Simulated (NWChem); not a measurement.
System: CH8BN3; SMILES CNB(N)N

```xyz
13

C     -0.0024     2.0236    -0.0310
N     -0.6677     0.7386     0.0037
B     -0.0303    -0.5456     0.0179
N      1.4025    -0.6504    -0.0099
N     -0.8485    -1.7321     0.0445
H     -0.6121     2.7710    -0.5554
H      0.2338     2.4337     0.9665
H      0.9382     1.9342    -0.5853
H     -1.6494     0.7852     0.2388
H      1.9883     0.0915     0.3439
H      1.8552    -1.5507     0.0540
H     -1.7867    -1.7054    -0.3302
H     -0.4288    -2.6428    -0.0782
```
Atoms are numbered in this order, from 1.

Level: B3LYP/6-31G* (spherical d) (NWChem), optimised geometry, unscaled harmonic frequencies. 

```csv
frequency (cm⁻¹),IR intensity (km/mol)
95,2.9
132,2.4
235,17.6
255,45.6
338,384.4
365,2.7
379,38.5
443,48.7
468,61.0
503,10.2
614,54.6
792,2.2
887,0.7
927,1.4
1116,17.0
1159,13.3
1168,1.9
1324,158.1
1396,162.1
1495,47.8
1520,140.7
1533,6.4
1565,95.0
1668,177.1
1672,78.5
2975,114.1
3054,59.8
3107,30.3
3584,9.6
3598,12.1
3605,4.6
3672,3.8
3685,5.4
```

```
Quantity                                                                            Value
-----------------------------------------------------------------------  ----------------
zero-point energy                                                           70.5 kcal/mol
thermal correction to the enthalpy at 298.15 K (with zero-point energy)     75.8 kcal/mol
heat capacity Cv                                                         25.9 cal/(mol K)
entropy at 298.15 K and 1 atm (symmetry number 1)                        81.3 cal/(mol K)
dipole moment                                                                      0.32 D
```

Rigid rotor and harmonic oscillator; modes under 100 cm⁻¹ make the entropy uncertain.
